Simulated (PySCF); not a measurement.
## How methods differ on the excitation energy of Mg

Mg [Ne] 3s2 (1S) → Mg [Ne] 3d2 (3F), as a difference of total energies. All numbers are calculated (PySCF 2.14, no relativity, point nucleus, in aug-cc-pCVDZ). Correlated levels: nothing frozen. The calculations carry no spin-orbit coupling.

```tsv
method	excitation energy (eV)
UHF	13.993
MP2 (all electrons)	14.699
SCS-MP2 (all electrons)	14.789
CCSD (all electrons)	14.954
CCSD(T) (all electrons)	14.973
```

Question: How much does correlation contribute at CCSD(T) (all electrons)?

Answer: 14.973 − (13.993) = 0.980 eV, measured against UHF.

The upper state lies above the first ionisation limit, where it may autoionise and the basis confines it.

The promoted electron is Rydberg-like, and one or two diffuse shells describe it only roughly, which tends to raise the upper state.
